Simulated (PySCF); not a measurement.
## [HfCl2]2+ at several levels of theory

Computed with PySCF 2.14.0 (density fitting, no spin-orbit coupling) at the geometry relaxed with PBE0:

```xyz
3
[HfCl2]2+ (singlet)
Hf    0.0000    0.0000   -0.5483
Cl    1.7143    0.0000    0.8340
Cl   -1.7143    0.0000    0.8340
```

```
level                                  basis    state  HOMO (eV)  gap (eV)  charge on Hf1 (e)  dipole about the centre of mass (D)  largest force component (eV/Å)
 PBE0    Hf def2-SVP with ECP60, Cl def2-SVP  singlet     -20.70      5.02               1.60                                 3.81                            0.03
 BP86                               the same  singlet     -19.53      3.09               1.51                                 3.23                            0.62
 PBE0  Hf def2-TZVP with ECP60, Cl def2-TZVP  singlet     -20.52      5.04               1.75                                 3.51                            0.55
```

Charges are Mulliken's, which hang on the basis. The relaxation used the grid (50, 194), these runs (75, 302) or, all-electron (x2c bases, spin-free X2C Hamiltonian), (99, 590).

Q: What does HF with Hf def2-SVP with ECP60, Cl def2-SVP give here?

A: state singlet, HOMO (eV) -23.52, gap (eV) 10.94, charge on Hf1 (e) 1.88, dipole about the centre of mass (D) 5.41, largest force component (eV/Å) 0.35. Time: 1.7 s on 2 threads of Intel(R) Xeon(R) Platinum 8259CL CPU @ 2.50GHz (Skylake/Cascade Lake), on a shared host, from an already converged density.

In the first row's basis the gap widens with exact exchange: 3.1 eV for BP86 (none); 5.0 eV for PBE0 (a fixed share); 10.9 eV for Hartree–Fock (rising or full at long range).
